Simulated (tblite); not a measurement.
Compound: C₂H₈O₂Si₃.
Cartesian coordinates in Å at the GFN2-xTB level; atoms count from 1:
```xyz
15
C2H8O2Si3 angstrom
O     -0.3939   -0.4397   -2.7847
Si    -0.9508   -0.2545   -1.2741
C      0.1995   -0.9732   -0.0065
C      0.9407   -1.4346    0.8322
Si     2.0781   -2.1345    2.1107
O     -1.0805    1.3334   -0.9448
Si    -1.4339    2.6565   -0.0890
H      0.3717    0.0302   -3.1040
H     -2.2617   -0.8761   -1.3076
H      1.9011   -3.5891    2.1423
H      3.4557   -1.7949    1.7398
H      1.7358   -1.5445    3.4083
H     -0.6967    2.5978    1.1724
H     -2.8777    2.6737    0.1409
H     -0.9919    3.7573   -0.9429
```

Method: GFN2-xTB as coded in tblite; computed harmonic values from a numerical Hessian at the method's own geometry, unscaled. Against measured fundamentals such values can be off by several per cent, at times by over 20. Modes of hydrogen on silicon can be 10 to 20 % off. One conformer, not necessarily the lowest. The optimisation stopped once no atom felt more than 0.01 eV/Å.

Lowest wavenumbers of the output (negative numbers stand for imaginary wavenumbers):
```
mode    cm-1
  1     -30.0
  2      13.9
  3      26.8
  4      59.3
  5      79.7
  6      90.0
  7     162.2
  8     185.2
```

**Question.** Is this structure a minimum?

**Answer.** Not by this Hessian. 1 mode is imaginary beyond 20i (30i cm⁻¹), so at this level the point lies at or near a first-order saddle. The curvature is small, so loose convergence or finite differences may be the whole cause.

**Question.** Which atoms move in the imaginary mode?

**Answer.** 30i: H14 (Si–H hydrogen) 34 %, H13 (Si–H hydrogen) 33 %, H15 (Si–H hydrogen) 31 %. These are shares of the mass-weighted motion.

**Question.** What is the remedy?

**Answer.** Step along that mode in both directions, optimise again with tighter thresholds and repeat the frequencies. The zero-point energy of this point (52.2 kcal/mol) counts the 38 real modes alone, and thermal corrections from it aren't those of a minimum.
